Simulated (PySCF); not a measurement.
**BPb⁻: energy against distance**

Set-up: PySCF, scalar-relativistic core potentials, basis sets B aug-cc-pVDZ, Pb aug-cc-pVDZ-PP with ECP60. Energies in eV from B + Pb⁻ in their ground configurations at the same level. State: ³Π (triplet), unpaired electrons σ ↑, π ↑.

| R (Å) | UHF-CCSD |
| --- | --- |
| 1.983 | -1.381 |
| 2.071 | -1.677 |
| 2.137 | -1.792 |
| 2.203 | -1.840 |
| 2.269 | -1.836 |
| 2.357 | -1.773 |
| 2.467 | -1.633 |
| 2.599 | -1.414 |

Task: Put a parabola through the three lowest points of the UHF-CCSD curve and estimate Re, k and ωe (reduced mass 10.46 u; 1 eV/Å² = 0.16022 mdyn/Å; ωe = 1302.8·√(k/μ) cm⁻¹).

Result: Through R = 2.137, 2.203, 2.269 Å the second-order coefficient is 5.97 eV/Å², so Re ≈ 2.231 Å, k ≈ 1.91 mdyn/Å and ωe ≈ 557 cm⁻¹. A polynomial fit of higher order to the unrounded UHF-CCSD energies gives Re = 2.230 Å, k = 1.66 mdyn/Å, ωe = 519 cm⁻¹; anharmonicity and rounding make the difference.

The higher-order fit for each curve: UHF-CCSD: Re = 2.230 Å, ωe = 519 cm⁻¹, De = 1.84 eV.

Correlated steps freeze 5 core orbitals. Correlated levels converge slowly with the basis: in double zeta they bind strong bonds too weakly, by up to about 1 eV, and carry superposition errors of some tenths. Spin–orbit coupling is left out, which matters for elements this heavy, above all for dissociation energies. For an ion De counts to the pair picked by the measured ionisation energies or electron affinities, which need not be the lowest pair at this level. The state is the lowest determinant that a PBE0 search found; another state may lie lower at other levels.
